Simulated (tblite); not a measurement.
Species: C₃H₈NSi (doublet state).
Structure used (GFN2-xTB), in Å, numbered top down from 1:
```
atom  x, y, z in Å
C1     0.5719   -1.0668   -0.7076
C2     1.1923    0.2811   -0.6350
Si3   -0.1455    1.3742    0.1831
C4    -0.9812   -0.1927    0.9099
N5    -0.6576   -1.1958   -0.0716
H6     0.7170   -1.7099   -1.5610
H7     1.5346    0.6196   -1.6152
H8     2.0825    0.2662    0.0067
H9     0.3417    2.2831    1.2203
H10   -1.0360    2.0471   -0.7635
H11   -0.5766   -0.4357    1.9024
H12   -2.0667   -0.1335    1.0114
H13   -0.9809   -2.1364    0.1024
```

Computed geometry: GFN2-xTB, gas phase. This method treats the open shell by occupation alone, without spin polarisation.

Masses are those of the commonest isotopes; rigid-rotor values at the optimised geometry. The values belong to one conformer with, in the numbering `[CH:1]1[CH2:2][SiH2:3][CH2:4][NH:5]1`, N5–C1–C2–Si3 -7°, C1–C2–Si3–C4 21°, C2–Si3–C4–N5 -30°, Si3–C4–N5–C1 34°.

(1) Give the principal moments of inertia and the rotational constants in MHz.

(2) What kind of rotor is it?

(3) Is it planar, by Δ = Ic − Ia − Ib?

(4) Give the other two planar moments, Paa and Pbb, and the rms extents of the mass along the axes.

(5) Where do the levels up to J = 3 lie, in K?

Answers

(1) Ia = 83.72, Ib = 116.01, Ic = 182.23 u·Å²; 505379 MHz·u·Å²/I gives A = 6036, B = 4356, C = 2773 MHz.

(2) An asymmetric top: κ = (2 × 4356 − 6036 − 2773)/(6036 − 2773) = -0.03.

(3) Not planar: Δ = Ic − Ia − Ib = -17.50 u·Å². For a rigid frame Δ = −2 Σ m c², so Σ m c² = 8.75 u·Å² lies off the ab plane: 6.77 from hydrogen and 1.97 from heavier atoms. The atom farthest from that plane is 1.49 Å away.

(4) Paa = Σ m a² = (Ib + Ic − Ia)/2 = 107.26 and Pbb = Σ m b² = (Ia + Ic − Ib)/2 = 74.97 u·Å². With the mass M = 86.04 u, the rms extents √(P/M) along a, b and c are 1.12, 0.93, 0.32 Å.

(5) Above 0(0,0), as E/k:
J = 1: 1(0,1) 0.342, 1(1,1) 0.423, 1(1,0) 0.499
J = 2: 2(0,2) 0.992, 2(1,2) 1.031, 2(1,1) 1.259, 2(2,1) 1.501, 2(2,0) 1.535
J = 3: 3(0,3) 1.912, 3(1,3) 1.926, 3(1,2) 2.371, 3(2,2) 2.528, 3(2,1) 2.668, 3(3,1) 3.139, 3(3,0) 3.149
Those of J = 1 are B + C, A + C and A + B.

For this open shell read J as N, the rotation without spin; fine and hyperfine splittings come on top. Its GFN2-xTB frequencies are all real (lowest 95 cm⁻¹). These are rigid-rotor constants of the computed structure; measured ground-state constants (B0) also hold zero-point vibration.
